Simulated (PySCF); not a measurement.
CH₅BO. Atoms are numbered in the order given.

```xyz
8

B      0.2159    -1.2849     0.0000
H     -0.4129    -2.3028     0.0000
H      1.4193    -1.2596     0.0000
O     -0.4815    -0.1422     0.0000
C      0.1458     1.1244     0.0000
H      1.2351     1.0275     0.0000
H     -0.1721     1.6753     0.8872
H     -0.1721     1.6753    -0.8872
```

Geometry optimised at PBE0-D3(BJ)/def2-TZVP.

Computed with PySCF with PBE0-D3(BJ)/def2-TZVP.

No scaling factor is applied to the harmonic values.

| mode | ν (cm⁻¹) | IR (km/mol) | Raman (Å⁴/amu) | depolarisation | moving atoms (share of kinetic energy) |
|---|---|---|---|---|---|
| 1 | 146 | 1.2 | 0.2 | 0.75 | H 79 %, O 14 % |
| 2 | 404 | 4.6 | 1.0 | 0.08 | H 39 %, O 30 %, B 16 %, C 15 % |
| 3 | 442 | 1.0 | 4.5 | 0.75 | H 87 %, O 10 % |
| 4 | 955 | 3.6 | 7.6 | 0.29 | H 40 %, C 34 %, B 19 % |
| 5 | 1029 | 63.7 | 2.9 | 0.18 | H 55 %, O 19 %, B 18 %, C 8 % |
| 6 | 1041 | 47.1 | 0.2 | 0.75 | H 71 %, B 27 % |
| 7 | 1186 | 25.5 | 4.3 | 0.75 | H 66 %, C 20 %, O 13 % |
| 8 | 1189 | 0.4 | 1.4 | 0.75 | H 76 %, C 19 % |
| 9 | 1235 | 0.8 | 2.9 | 0.72 | H 81 %, O 11 % |
| 10 | 1402 | 215.3 | 3.2 | 0.08 | B 32 %, H 31 %, O 25 %, C 12 % |
| 11 | 1488 | 4.6 | 10.8 | 0.75 | H 96 % |
| 12 | 1490 | 14.1 | 8.4 | 0.55 | H 81 % |
| 13 | 1506 | 49.2 | 5.9 | 0.75 | H 81 %, O 9 % |
| 14 | 2541 | 107.6 | 110.3 | 0.09 | H 95 % |
| 15 | 2650 | 171.0 | 63.3 | 0.47 | H 88 %, B 12 % |
| 16 | 3041 | 40.4 | 140.4 | 0.00 | H 98 % |
| 17 | 3124 | 24.2 | 57.6 | 0.57 | H 90 %, C 10 % |
| 18 | 3132 | 20.7 | 73.5 | 0.75 | H 90 %, C 10 % |
